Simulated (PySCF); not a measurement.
C4H9F2Si2 (doublet state).
Z-matrix (Å and degrees, GFN2-xTB geometry), rows numbered from 1:
```
C 
Si  1  1.9001
C   2  1.8761  1  110.73
C   3  1.3655  2  126.43  1    74.35
Si  4  1.8128  3  128.51  2     0.33
C   3  1.4941  2  114.25  1  -104.39
F   6  1.3701  3  111.14  2    55.60
F   6  1.3590  3  114.12  2   174.31
H   1  1.0864  2  110.92  3    61.19
H   1  1.0859  2  111.09  3  -178.94
H   1  1.0868  2  111.43  3   -58.69
H   2  1.4676  1  110.07  3  -120.45
H   2  1.4737  1  109.99  3   118.96
H   4  1.0879  3  116.98  2  -179.48
H   5  1.4523  4  118.00  3   178.24
H   5  1.4498  4  125.77  3    -2.80
H   6  1.1041  3  112.77  2   -63.44
```

The hyperfine couplings belong to this conformer and change with its torsions.

As a line formula: `C[SiH2]/C(=C\[SiH2])C(F)F` [radical].

The calculation used UKS B3LYP, pcH-1 on C F H Si, non-relativistic, mean-field spin-orbit, GIAO (PySCF 2.14.0). The structure is a single GFN2-xTB conformer in the gas phase; no vibrational or solvent corrections. Couplings are sensitive to structure, and on GFN2-xTB geometries they can be far from those on DFT ones, by a factor of two or more for some ions and for spin on atoms past the first row. The SCF solution wasn't tested for stability.

Question: Match the computed a_iso(13C) values -35.7, +32.9, -10.1, +5.7 MHz with the sites C1; C3; C4; C6.

Answer: 
```csv
site,a_iso (MHz),ρ(0) (bohr⁻³),position,distance from Si5 (Å),spin population,largest |T| (MHz)
C1,+5.7,+0.0050,4 bonds from Si5,4.11,+0.01,1.8
C3,+32.9,+0.0293,2 bonds from Si5,2.87,+0.37,57.8
C4,-35.7,-0.0317,1 bond from Si5,1.81,-0.19,19.3
C6,-10.1,-0.0090,3 bonds from Si5,4.22,-0.02,1.1
```

Question: The isotropic 29Si couplings are -124.8, +14.4 MHz. Assign them to Si2; Si5.

Answer: 
```
site  a_iso (MHz)  ρ(0) (bohr⁻³)                 position  distance from Si5 (Å)  spin population  largest |T| (MHz)
 Si2        +14.4        -0.0162         3 bonds from Si5                   3.61            -0.01                1.7
 Si5       -124.8        +0.1416  largest spin population                   0.00            +0.89              162.5
```

Question: The isotropic 1H couplings, averaged over equivalent nuclei, are -43.4, +25.0, +7.1, +4.3, +0.3 MHz. Assign them to H9/H10/H11; H12/H13; H14; H15/H16; H17.

Answer: 
```tsv
site	a_iso (MHz)	ρ(0) (bohr⁻³)	position	distance from Si5 (Å)	bound to	spin population there	largest |T| (MHz)
H9/H10/H11	+0.3	+0.0001	5 bonds from Si5	4.39	C1	+0.01	2.0
H12/H13	+4.3	+0.0010	4 bonds from Si5	4.20	Si2	-0.01	2.5
H14	+7.1	+0.0016	2 bonds from Si5, on C4 of spin population -0.19	2.47	C4	-0.19	5.8
H15/H16	-43.4	-0.0097	1 bond from Si5	1.45	Si5	+0.89	10.6
H17	+25.0	+0.0056	4 bonds from Si5	4.88	C6	-0.02	3.6
```

ρ(0) is the spin density at the nucleus and T the dipolar tensor; a_iso includes a spin–orbit part; entries for several nuclei are means. Largest spin populations (Mulliken): Si5 (+0.89), C3 (+0.37) and C4 (-0.19). The positive populations add up to 1.30 and the negative ones to -0.30, together 2S = 1. The angles at Si5 add up to 360.0°, so it is planar; its axial dipolar tensor and the negative couplings of its protons fit spin in a p orbital normal to that plane.

Examples of negative spin density at the nucleus (bohr⁻³): C4 (-0.0317), Si2 (-0.0162) and H15/H16 (-0.0097).

Class means assume fast exchange of nuclei equivalent by connectivity; if that motion is slow, each nucleus keeps its own coupling. The 19F value of +52.8 MHz is a mean of couplings from 6.0 to 99.6 MHz in this one geometry, not an average over conformers.
